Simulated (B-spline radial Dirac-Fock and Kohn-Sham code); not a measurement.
# K-line shifts caused by a second vacancy in Cl⁴⁺

System: Cl⁴⁺ in the configuration [Ne] 3s2 3p1, inside a Watson sphere of charge -4 and radius 2.4 Å (a model of the Madelung potential; inside it an electron's potential energy is raised by 24.0 eV).

Model: Dirac-Fock (average of configuration) total-energy differences with a finite nucleus, the Breit interaction including its frequency dependence, and self-energy and vacuum-polarisation corrections. Program: a radial B-spline solver. Each two-hole energy is an average over J within one jj subconfiguration, not an observable level; in light atoms, where LS coupling holds, the j-resolved values are not observed lines, and for a K spectator the Kα1 hypersatellite is nearly forbidden. No correlation.

Lines without a spectator: Kα2 (K-L2) 2625.6 eV, Kα1 (K-L3) 2627.2 eV. Shifts in eV with one spectator hole (a dash: not computed, or left out as unreliable):

```csv
spectator hole,Kα2,Kα1
K (1s),+173.1,+173.6
L2 (2p1/2),+13.80,+17.12
L3 (2p3/2),+16.63,+15.72
```
